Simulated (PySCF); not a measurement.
BeClBr, SMILES [Be]([Cl])[Br]. Atoms are numbered in the order given.

```xyz
3

Be     0.0000     0.0000    -0.6751
Cl     0.0000     0.0000    -2.4780
Br     0.0000     0.0000     1.2808
```
Charge 0, spin multiplicity 1.

Coordinates come from a r2SCAN-D4/def2-TZVP optimisation.

Computed with r2SCAN-D4/def2-TZVP (PySCF).

Frequencies are harmonic and unscaled.

Modes within 1.5 cm⁻¹ of each other (mostly degenerate sets) share a row, with their intensities summed.

| mode | ν (cm⁻¹) | IR (km/mol) | moving atoms (share of kinetic energy) |
|---|---|---|---|
| 1–2 | 224 | 66.6 | Be 91 % |
| 3 | 315 | 0.2 | Cl 64 %, Br 34 % |
| 4 | 1075 | 422.2 | Be 91 % |
